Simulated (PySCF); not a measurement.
Harmonic spectrum computed at PBE0 in the def2-TZVP basis family (core potentials from Rb on, PySCF, no spin–orbit coupling):

```tsv
ω (cm⁻¹)	IR (km/mol)
97	21.5
198	50.3
882	299
```

**Question.** Which molecule gave it? In each, all ligands are bound to the one heavy central atom.
A. IOI (singlet)
B. YOI (singlet)
C. InOI (singlet)
D. BOI (singlet)

**Answer.** B. It has Cs symmetry with Y–I 2.889 Å, Y–O 1.791 Å.
